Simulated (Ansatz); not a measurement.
Consider the redistribution: `[CH3][Al]([CH3])[SeH]` + `[NH2][GaH][BH][SiH3]` → `[CH3][Al]([CH3])[BH][SiH3]` + `[NH2][GaH][SeH]`.

Gas-phase electronic energies from Ansatz, PBE0-D4/def2-TZVP geometries. CCSD(T)/CBS adds triple-zeta CCSD(T) − MP2 to the extrapolated MP2 energy (def2 sets, frozen cores). For Ga, Se outer-core shells are correlated without core-valence functions, which leaves a few kJ/mol of doubt a bond. Scalar relativity is left out up to krypton. Each species was taken in one conformer, which may not be the lowest.

```tsv
species	MP2/def2-QZVPP energy (Eh)
`[CH3][Al]([CH3])[SeH]`	-2722.77859
`[NH2][GaH][BH][SiH3]`	-2296.41077
`[CH3][Al]([CH3])[BH][SiH3]`	-637.83560
`[NH2][GaH][SeH]`	-4381.33655
```

(1) Work out ΔE.

Largest T1 diagnostic among the species: 0.015.

Answers

(1) ΔE = (-637.83560) + (-4381.33655) − (-2722.77859) − (-2296.41077) = 0.01721 Eh = +45.2 kJ/mol. CCSD(T)/CBS gives +43.4 kJ/mol.

In def2-TZVPP, CCSD(T) changes the Hartree–Fock value by +7.3 kJ/mol (the triples alone add +0.6 kJ/mol) and MP2 by +10.5 kJ/mol.
